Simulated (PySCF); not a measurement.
`C[C@@H]1COC[C@H](C(F)F)C1=O`. Method used: PySCF 2.14.0, PBE0-D3(BJ)/def2-SVP geometry optimisation, gas phase.

```
atom  x, y, z in Å
C1     2.4369    0.9455    0.4809
C2     1.1880    0.1053    0.6549
C3     1.2499   -1.2280   -0.1057
O4     0.0737   -1.9705    0.0340
C5    -1.0280   -1.3228   -0.5291
C6    -1.3206   -0.0028    0.2011
C7    -2.4858    0.7507   -0.3987
F8    -2.3076    0.9047   -1.7296
F9    -3.6230    0.0343   -0.2220
C10   -0.0686    0.8551    0.2611
O11   -0.0848    2.0383    0.0195
H12    2.5973    1.1941   -0.5793
H13    3.3252    0.4120    0.8501
H14    2.3453    1.8952    1.0244
H15    1.0482   -0.1569    1.7214
H16    2.0723   -1.8451    0.2847
H17    1.4613   -1.0265   -1.1768
H18   -0.8570   -1.1107   -1.6021
H19   -1.8921   -1.9963   -0.4508
H20   -1.5849   -0.2542    1.2437
H21   -2.6177    1.7478    0.0493
```

(1) Give the dihedral angles H15–C2–C3–O4, H20–C6–C10–O11, H20–C6–C7–F8.

(2) What is the longest distance between nuclei?

(3) Work out the bond lengths C1–C2, C2–H15, C5–H18, C6–C7, C6–C10, C7–F8, C7–H21 in Å.

(4) How far are the heavy atoms from their best plane (unweighted least squares)?

(5) Where is the centre of mass (commonest isotopes), and what is the radius of gyration?

(6) What is the repulsion energy of the bare nuclei, Σ ZA·ZB/RAB?

(7) How far apart are these pairs, which share no bond: C2···C5, O4···H13, C5···H21, F8···F9, F8···H13, H14···H19?

Answers

(1) H15–C2–C3–O4 61° (synclinal); H20–C6–C10–O11 -108° (anticlinal); H20–C6–C7–F8 -171° (antiperiplanar). Dihedral signs follow IUPAC: positive where, seen along the central bond, the front bond turns clockwise onto the rear one.

(2) F9···H13, 7.04 Å; the next longest distance is 6.37 Å.

(3) For C1–C2 the difference vector is (-1.2489, -0.8402, 0.1740) Å, of length 1.5152 Å. C1–C2 1.515; C2–H15 1.107; C5–H18 1.107; C6–C7 1.512; C6–C10 1.519; C7–F8 1.352; C7–H21 1.101 Å.

(4) 0.470 Å rms; C1 0.10, C2 0.36, C3 0.37, O4 0.04, C5 0.27, C6 0.49, C7 0.16, F8 1.18, F9 0.60, C10 0.25, O11 0.00 Å (magnitudes).

(5) Mass 164.065 u; centre at (-0.654, 0.116, -0.171) Å; Rg = √(Σ m r²/M) = 2.269 Å. As Ia + Ib + Ic = 2 Σ m r², the three principal moments sum to 1688.8 u·Å².

(6) 684.63 Eh over 210 pairs, with full nuclear charges and distances in bohr; the largest single term is 21.14 Eh (C7 with F8).

(7) C2···C5 2.890 Å (3 bonds apart); O4···H13 4.113 Å (4 bonds apart); C5···H21 3.506 Å (3 bonds apart); F8···F9 2.182 Å (2 bonds apart); F8···H13 6.215 Å (6 bonds apart); H14···H19 5.939 Å (6 bonds apart).

Stationary, but not proved a minimum. The numbers are those of one conformer.

Cost: about 5 min of CPU time on one thread; the machine was shared, so the figure is rough. These figures are those of the optimisation.
